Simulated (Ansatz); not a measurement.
Species: sum formula HSiO$_{2}$ (charge +1, singlet). It need not be the lowest isomer of its formula. 
Geometry from a B3LYP-D3(BJ)/def2-TZVP (Ansatz, a first-principles code) optimisation:
```xyz
4

O     -1.4452     0.0952    -0.0815
Si     0.0876     0.0091    -0.0012
O      1.5614    -0.1989     0.1274
H     -2.1558     0.7013    -0.3512
```
Charge +1, spin multiplicity 1.

Basis-set convergence of Hartree-Fock and CCSD correlation energies (hartree) with Ansatz. Cores are frozen in the correlated levels unless marked. No spin-orbit coupling. Non-relativistic.

| basis | functions | E(HF) | E(corr, CCSD) |
|---|---|---|---|
| aug-cc-pV(D+d)Z | 87 | -438.94645 | -0.48537 |
| aug-cc-pV(T+d)Z | 170 | (withheld) | (withheld) |

**Question.** Complete the blanks.

**Answer.** 
- aug-cc-pV(T+d)Z, E(HF): -439.01038
- aug-cc-pV(T+d)Z, E(corr, CCSD): -0.57896
